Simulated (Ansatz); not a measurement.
H₃O₄P, triplet, at a GFN2-xTB geometry (a higher spin typed on purpose: for a closed-shell molecule this is an excited state); B97M-V/STO-3G run with Ansatz (an electronic-structure program).

The Ansatz input:
Ansatz 0.2 input:
```yaml
crystal:
  periodic: [false, false, false]
  atoms:
    - {symbol: O, position_ang: [0.77918714, 0.89800259, 1.38981789]}
    - {symbol: P, position_ang: [-0.01342712, -0.03654108, 0.29402552]}
    - {symbol: O, position_ang: [1.07614325, -0.55931002, -0.64721325]}
    - {symbol: O, position_ang: [-0.93075699, -1.31479553, -0.92120897]}
    - {symbol: O, position_ang: [-0.86101349, 1.15096454, -0.32530846]}
    - {symbol: H, position_ang: [1.63291358, 0.52824969, 1.60995054]}
    - {symbol: H, position_ang: [-0.53564913, -2.18592303, -0.95431307]}
    - {symbol: H, position_ang: [-1.40433700, 0.80689686, -1.03471785]}
basis:
  gaussian:
    orbitals: STO-3G
hamiltonian:
  xc: {name: B97M-V}
magnetization: {spin_polarized: true, initial_magnetization: 2}
accuracy: high
```

Output, abridged:

```
Functional definition: B97M-V
674 factors; integrals over basis functions are off by at most 1.2e-8 eV
mean field evaluation 1: about -17295.4377 eV, gradient 2.5e1 eV
mean field evaluation 2: about -17288.8248 eV, gradient 4.1e1 eV
mean field evaluation 4: about -17299.2783 eV, gradient 8.4e0 eV
mean field evaluation 8: about -17299.8705 eV, gradient 1.4e-1 eV
mean field evaluation 16: about -17299.8328 eV, gradient 2.5e-4 eV
mean field -17299.83281877 eV, -635.7571298419 hartree, gradient 1.0e-8 eV, S^2 2.006124; 2 other end points of the search recorded, 0 dependent functions left out
reference -17299.83282188 eV, -635.7571299561 hartree; 26, 24 occupied and 6, 8 virtual orbitals, 674 factors
Total energy: -17299.83282188 eV, -635.7571299561 hartree
```
